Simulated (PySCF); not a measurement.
Q: Write Cartesian coordinates for Bi(vinyl)3 (`C=[CH][Bi]([CH]=C)[CH]=C`) as optimised with PBE0-D3(BJ)/def2-SVP.

A: 
```xyz
16
C6H9Bi angstrom
Bi     0.0088   -0.0033    0.9647
C      1.8705   -0.1959   -0.2867
C      3.0846   -0.3253    0.2491
H      1.7541   -0.1821   -1.3783
H      3.2520   -0.3450    1.3328
H      3.9840   -0.4190   -0.3728
C     -0.7635    1.7291   -0.2492
C     -1.2861    2.8194    0.3126
H     -0.6941    1.6554   -1.3423
H     -1.3739    2.9378    1.3994
H     -1.6572    3.6590   -0.2890
C     -1.1142   -1.5195   -0.2643
C     -1.8041   -2.5170    0.2895
H     -1.0809   -1.4174   -1.3567
H     -1.8662   -2.6585    1.3754
H     -2.3481   -3.2517   -0.3176
```

Any rigid rotation of these coordinates is as good. Atoms count from 1 in this order. Bi1 (bismuth bonded to 3 C) is pyramidal (angles 93.0°, 92.9° and 92.9°, sum 278.8°, 1.23 Å off the plane of its three neighbours). All 3 Bi–C bonds measure 2.252 Å. All 3 C–C bonds measure 1.333 Å.

Bonds between heavy atoms (Å): Bi1–C2 2.252, Bi1–C7 2.252, Bi1–C12 2.252, C2–C3 1.333, C7–C8 1.333, C12–C13 1.333.

Computed with PBE0-D3(BJ)/def2-SVP geometry optimisation, gas phase, def2 core potentials past Kr in PySCF 2.14.0.

No frequency check. One conformer, not necessarily the lowest (C7–Bi1–C2–C3 133°, C2–Bi1–C7–C8 -136°, C2–Bi1–C12–C13 132°, Bi1–C2–C3–H 0° and 180°, Bi1–C7–C8–H 0° and 180°).
